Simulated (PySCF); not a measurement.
# [CrF5]+: from structure and modes to constants

Level of theory: PBE0/[Cr def2-SVP, F def2-SVP], no relativity, density fitting, PySCF.

The singlet minimum has D3h symmetry. Masses (u): Cr 51.94051, F 18.99840.

```xyz
6
charge 1 multiplicity 1, angstrom
Cr    0.0000    0.0000    0.0000
F     0.0000    0.0000    1.6673
F     0.0000    0.0000   -1.6673
F     1.6304    0.0000    0.0000
F    -0.8152    1.4120    0.0000
F    -0.8152   -1.4120    0.0000
```

Harmonic wavenumbers (cm⁻¹): 73.2 (e', ×2), 289.3 (e', ×2), 386.1 (a2'', ×1), 401.1 (e'', ×2), 666.9 (a1', ×1), 799.6 (a1', ×1), 833.7 (a2'', ×1), 896.5 (e', ×2).

Q: Find the principal moments of inertia and the rotational constants. What kind of rotor is it?

A: About the centre of mass I = 151.51, 181.38, 181.38 u Å². With B = 16.8576/I this gives 0.1113, 0.09294, 0.09294 cm⁻¹. The molecule is a prolate symmetric top.

Q: What is the harmonic zero-point energy?

A: Half the sum of all 12 wavenumbers, 6007/2 = 3003 cm⁻¹, which is 35.9 kJ/mol (1 cm⁻¹ = 0.0119627 kJ/mol).

Q: Find the vibrational entropy and heat capacity at 298.15 K.

A: With u = 1.43878 ω/T, each mode gives S = R[u/(eᵘ−1) − ln(1−e⁻ᵘ)] and C = R u² eᵘ/(eᵘ−1)².
| ω (cm⁻¹) | u | S (J/(mol K)) | C (J/(mol K)) |
| --- | --- | --- | --- |
| 73.2 (×2) | 0.353 | 17.01 | 8.23 |
| 289.3 (×2) | 1.396 | 6.18 | 7.09 |
| 386.1 | 1.863 | 4.25 | 6.28 |
| 401.1 (×2) | 1.936 | 4.01 | 6.14 |
| 666.9 | 3.218 | 1.46 | 3.74 |
| 799.6 | 3.859 | 0.87 | 2.73 |
| 833.7 | 4.023 | 0.76 | 2.50 |
| 896.5 (×2) | 4.326 | 0.59 | 2.11 |
The sums over all modes are S = 62.9 and C = 62.4 J/(mol K); the softest mode gives 27 % of the entropy (each member, where degenerate).

Q: Give the standard entropy (298.15 K, 1 bar) by its translational, rotational, vibrational and spin parts, and Cp.

A: Sackur–Tetrode with M = 146.93 u gives 171.1; rotation with symmetry number 6 gives 97.7; vibration 62.9; spin R ln 1 = 0.0. The total is 331.8 J/(mol K), and Cp = 4 R + 62.4 = 95.6 J/(mol K).

Stability towards spin polarisation was not tested. Only a few start shapes were tried, so a lower isomer may exist.
